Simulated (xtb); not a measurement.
C₆H₄Cl (SMILES Clc1[c]cccc1), doublet, geometry from GFN2-xTB, atoms displaced at random by about 0.05 Å a coordinate. Base run: GFN1-xTB run with xtb.

xtb was given this input:
```
$ xtb mol.xyz --gfn 1 --uhf 1 --opt --json

# file mol.xyz
11

Cl     2.18857767    -0.62346239    -0.07483676
C      0.37810328    -0.17173076    -0.03757070
C     -0.46810409    -1.17821737    -0.01070698
C     -1.82737763    -0.82818101     0.10573538
C     -2.20639814     0.54041490     0.16929463
C     -1.13706868     1.40582160     0.06000674
C      0.18144786     1.20848069     0.05741971
H     -2.55009538    -1.56234475    -0.01294657
H     -3.26290229     0.73379517     0.09686270
H     -1.53835686     2.53366093     0.03348686
H      0.84189526     1.93725586    -0.05794278
```

The base run was repeated with changes; each row names its change, and settings that it needs were set with it.

```csv
change,ΔE vs base (kcal/mol),optimiser steps
base,0.000,8
opt level = sloppy,0.004,6
opt level = crude,0.025,5
engine = lbfgs,0.000,-
opt level = lax,0.001,7
opt level = extreme,0.000,11
alpb = dmf,-5.92,8
opt level = tight,0.000,8
engine = inertial,0.015,-
opt level = loose,0.004,6
```
